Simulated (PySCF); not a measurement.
CH2I2, triplet, at the geometry of the source list (a higher spin typed on purpose: for a closed-shell molecule this is an excited state) (all electrons, no relativity), with bond 1-2 at 1.3 times its length; CAMB3LYP/STO-3G run with PySCF.

Here is a job for PySCF.
```python
from pyscf import gto, scf, dft

mol = gto.M(
    atom='''
I    -2.330890    1.311040   -0.034080
C    -0.002200   -0.218800    0.007000
I     1.812100    0.922100   -0.035900
H    -0.005100   -0.801900    0.920300
H    -0.011300   -0.859400   -0.866900
''',
    basis='sto-3g',
    charge=0,
    spin=2,
    verbose=4,
)

mf = dft.UKS(mol)
mf.xc = 'camb3lyp'
mf.diis_space = 2
mf.kernel()
```

The log (banner, timings and long lists left out):

```
PySCF version 2.14.0

[INPUT] verbose = 4
[INPUT] num. atoms = 5
[INPUT] num. electrons = 114
[INPUT] charge = 0
[INPUT] spin (= nelec alpha-beta = 2S) = 2
[INPUT] symmetry False subgroup None
[INPUT] Mole.unit = angstrom
[INPUT] Symbol           X                Y                Z      unit          X                Y                Z       unit  Magmom
[INPUT]  1 I     -2.330890000000   1.311040000000  -0.034080000000 AA   -4.404743726487   2.477506538350  -0.064401866325 Bohr   0.0
[INPUT]  2 C     -0.002200000000  -0.218800000000   0.007000000000 AA   -0.004157397474  -0.413472076055   0.013228082872 Bohr   0.0
[INPUT]  3 I      1.812100000000   0.922100000000  -0.035900000000 AA    3.424372710324   1.742516459461  -0.067841167872 Bohr   0.0
[INPUT]  4 H     -0.005100000000  -0.801900000000   0.920300000000 AA   -0.009637603235  -1.515371379289   1.739114952437 Bohr   0.0
[INPUT]  5 H     -0.011300000000  -0.859400000000  -0.866900000000 AA   -0.021353905208  -1.624030631451  -1.638203577385 Bohr   0.0

nuclear repulsion = 540.266367243444
number of shells = 27
number of NR pGTOs = 183
number of NR cGTOs = 61
basis = sto-3g
ecp = {}

******** <class 'pyscf.dft.uks.UKS'> ********
method = UKS
initial guess = minao
damping factor = 0
level_shift factor = 0
DIIS = <class 'pyscf.scf.diis.CDIIS'>
diis_start_cycle = 1
diis_space = 2
diis_damp = 0
SCF conv_tol = 1e-09
SCF conv_tol_grad = None
SCF max_cycles = 50
direct_scf = True
direct_scf_tol = 1e-13
number electrons alpha = 58  beta = 56
XC library pyscf.dft.libxc version 7.1.2
    S. Lehtola, C. Steigemann, M. J. T. Oliveira, and M. A. L. Marques,  SoftwareX 7, 1–5 (2018)
XC functionals = camb3lyp
    T. Yanai, D. P. Tew, and N. C. Handy,  Chem. Phys. Lett. 393, 51 (2004)
radial grids:
    Treutler-Ahlrichs [JCP 102, 346 (1995); DOI:10.1063/1.469408] (M4) radial grids

becke partition: Becke, JCP 88, 2547 (1988); DOI:10.1063/1.454033
pruning grids: <function nwchem_prune>
grids dens level: 3
symmetrized grids: False
atomic radii adjust function: <function treutler_atomic_radii_adjust>
small_rho_cutoff = 0
Set gradient conv threshold to 3.16228e-05
tot grids = 77656
init E= -13701.2975023697

cycle= 1 E= -13744.5394980057  delta_E= -43.2  |g|= 0.29  |ddm|= 2.02
cycle= 2 E= -13744.5304644858  delta_E= 0.00903  |g|= 0.463  |ddm|= 2.09
cycle= 3 E= -13744.7783685768  delta_E= -0.248  |g|= 0.0909  |ddm|= 0.993
cycle= 4 E= -13744.8000675387  delta_E= -0.0217  |g|= 0.0265  |ddm|= 0.394
cycle= 5 E= -13744.8030030487  delta_E= -0.00294  |g|= 0.00972  |ddm|= 0.178
cycle= 6 E= -13744.8035086822  delta_E= -0.000506  |g|= 0.006  |ddm|= 0.0818
cycle= 7 E= -13744.8036141647  delta_E= -0.000105  |g|= 0.00369  |ddm|= 0.0306
cycle= 8 E= -13744.8036633767  delta_E= -4.92e-05  |g|= 0.00184  |ddm|= 0.0209
cycle= 9 E= -13744.8036859422  delta_E= -2.26e-05  |g|= 0.00109  |ddm|= 0.0168
cycle= 10 E= -13744.803693968  delta_E= -8.03e-06  |g|= 0.000705  |ddm|= 0.0115
cycle= 11 E= -13744.8036953353  delta_E= -1.37e-06  |g|= 0.000404  |ddm|= 0.00325
cycle= 12 E= -13744.8036961484  delta_E= -8.13e-07  |g|= 0.000213  |ddm|= 0.00292
cycle= 13 E= -13744.803696505  delta_E= -3.57e-07  |g|= 0.000127  |ddm|= 0.00226
cycle= 14 E= -13744.8036966132  delta_E= -1.08e-07  |g|= 8.45e-05  |ddm|= 0.00131
cycle= 15 E= -13744.803696634  delta_E= -2.09e-08  |g|= 4.6e-05  |ddm|= 0.000397
cycle= 16 E= -13744.8036966469  delta_E= -1.28e-08  |g|= 2.55e-05  |ddm|= 0.000381
cycle= 17 E= -13744.8036966524  delta_E= -5.55e-09  |g|= 1.54e-05  |ddm|= 0.000297
cycle= 18 E= -13744.8036966539  delta_E= -1.47e-09  |g|= 1.02e-05  |ddm|= 0.000141
cycle= 19 E= -13744.8036966542  delta_E= -3.33e-10  |g|= 5.37e-06  |ddm|= 5.36e-05
Extra cycle  E= -13744.8036966544  delta_E= -1.73e-10  |g|= 3.32e-06  |ddm|= 5.29e-05
converged SCF energy = -13744.8036966544  <S^2> = 2.0033321  2S+1 = 3.0022206
```
